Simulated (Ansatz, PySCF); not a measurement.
Species: CHS (charge 0, doublet). It need not be the lowest isomer of its formula. 
Geometry from a B3LYP-D3(BJ)/def2-TZVP (Ansatz, a first-principles code) optimisation:
```
S
C 1 1.6417
H 1 1.3772 2 103.75
```
Charge 0, spin multiplicity 2.

Total electronic energies in hartree. Cores are frozen in the correlated levels unless marked. UHF or UKS for open shells. No spin-orbit coupling. No relativistic terms. CBS(X,Y): correlation extrapolated as X^-3; Hartree-Fock from the larger set. The bracket is a focal-point correction in the basis named.

```
level                                                                program  energy (Eh)
-------------------------------------------------------------  -------------  -----------
HF/6-31G*                                                             Ansatz   -435.82198
HF/def2-SVP                                                           Ansatz   -435.68650
TPSS-D3(BJ)/def2-TZVPD                                         PySCF + dftd3   -436.80859
MN15-D3(BJ)/def2-TZVPD                                         PySCF + dftd3   -436.60932
MP2/aug-cc-pV(D+d)Z                                                   Ansatz   -436.09967
CCSD/STO-3G                                                           Ansatz   -431.07555
RI-MP2/CBS(cc-pV(T+d)Z,cc-pV(Q+d)Z)+[CCSD(T)-MP2]/cc-pV(Q+d)Z         Ansatz    -436.2611
RI-MP2/CBS(def2-TZVPPD,def2-QZVPPD)+[CCSD(T)-MP2]/def2-QZVPPD         Ansatz    -436.2623
CCSD(T)/CBS(aug-cc-pV(T+d)Z,aug-cc-pV(Q+d)Z)                          Ansatz    -436.2601
```

Totals of different functionals don't rank their quality; only differences between species are comparable.
